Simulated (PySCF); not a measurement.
# Excitation energy of Hf²⁺ by level of theory

Hf²⁺ [Xe] 4f14 5d2 (3F) → Hf²⁺ [Xe] 4f14 5d1 6p1 (high-spin determinant), as a difference of total energies. Calculation: PySCF 2.14, in aug-cc-pVTZ-PP with ECP60MDF (6s6p5d3f2g, 88 functions); a scalar-relativistic core potential. Correlated levels: valence: 5s2 5p6 frozen. The calculations carry no spin-orbit coupling.

```csv
method,excitation energy (eV)
UHF,5.703
MP2 (valence),5.706
SCS-MP2 (valence),5.704
CCSD (valence),5.661
```

With two correlated electrons CCSD is exact in that space.

The coupled-cluster amplitudes are large for the upper state (T1 above 0.03 or a double amplitude above 0.15), so a single reference is strained.

The determinant of the upper state mixes LS terms, which raises its energy above the lowest term, most at the Hartree-Fock and MP2 levels.
